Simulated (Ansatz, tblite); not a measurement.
Cost and result up the ladder for the cluster AlB₃⁺ (4 atoms). The state is a doublet with charge 1. Geometry: PBE0-D4/def2-TZVP.

```xyz
4

B    -0.408   -1.234    0.613
B     0.092    0.117    0.003
B    -1.073   -0.702   -0.647
Al    1.389    1.819    0.031
```

Ansatz on 4 threads of Arm Neoverse V1 on a shared host; xTB runs through tblite on one thread. Times are rough, summed over both states, and most runs start from the orbitals of an earlier one. RPA@PBE/def2-TZVP serves as the yardstick here, not as an exact answer. The other state is a quartet at its own geometry.

The xTB rows come from tblite. Correlated methods freeze 8 core orbitals. The structure comes from a short search, and lower isomers may exist.

Run but left out: HF/STO-3G, HF/def2-TZVP, HF/def2-TZVPP, PBE-QIDH/def2-TZVP, MP2/def2-TZVP, MP2/def2-TZVPP, CCSD/def2-TZVPP, CCSD(T)/def2-TZVPP (doublet: ⟨S²⟩ 1.12 to 1.74, where a pure state has 0.75).

Correlated methods converge slowly with the basis.

xTB has no spin-polarisation term.

```
                          level  functions  quartet − doublet (eV)  difference from RPA@PBE/def2-TZVP (eV)                                  remarks
PBE0-D4/def2-TZVP (with forces)        130                    1.05                                   -0.12  spin-contaminated (⟨S²⟩ 0.86) (doublet)
           r2SCAN0-D4/def2-TZVP        130                    0.91                                   -0.25  spin-contaminated (⟨S²⟩ 0.98) (doublet)
                       GFN2-xTB         21                    2.48                                    1.31                                        –
             BHLYP-D4/def2-TZVP        130                    0.82                                   -0.35  spin-contaminated (⟨S²⟩ 0.90) (doublet)
              ωB97X-V/def2-TZVP        130                    1.02                                   -0.15  spin-contaminated (⟨S²⟩ 0.83) (doublet)
            r2SCAN-D4/def2-TZVP        130                    1.08                                   -0.08  spin-contaminated (⟨S²⟩ 0.90) (doublet)
                       GFN1-xTB         21                    2.05                                    0.88                                        –
               PBE-D4/def2-TZVP        130                    1.31                                    0.14                                        –
              BLYP-D4/def2-TZVP        130                    1.28                                    0.11                                        –
              RPA@PBE/def2-TZVP        130                    1.17                                    0.00                                        –
```

Question: Estimate how long each takes.

Answer: GFN1-xTB 0.004 s; GFN2-xTB 0.02 s; PBE-D4/def2-TZVP 2.8 s; BLYP-D4/def2-TZVP 2.8 s; RPA@PBE/def2-TZVP 3.5 s; PBE0-D4/def2-TZVP (with forces) 4.3 s; BHLYP-D4/def2-TZVP 6.8 s; r2SCAN-D4/def2-TZVP 10 s; r2SCAN0-D4/def2-TZVP 14 s; ωB97X-V/def2-TZVP 21 s. On shared hardware such times vary by a factor of up to 3.
